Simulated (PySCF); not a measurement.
A structure optimised at PBE0-D3(BJ)/def2-SVP, used in a PySCF frequency run:

```
Si
H 1 1.4946
H 1 1.4952 2 109.63
H 1 1.4952 2 109.63 3 -118.41
Te 1 2.5076 2 108.29 3 120.80
N 5 2.0664 1 97.17 2 180.00
H 6 1.0195 5 109.38 1 58.91
H 6 1.0195 7 107.77 5 118.82
```

### Question
Write its SMILES, formula and point group.

### Answer
N[Te][SiH3], H5NSiTe, Cs

### Question
What are its rotational constants (standard atomic weights)?

### Answer
7.4635, 2.8046, 2.1121 GHz
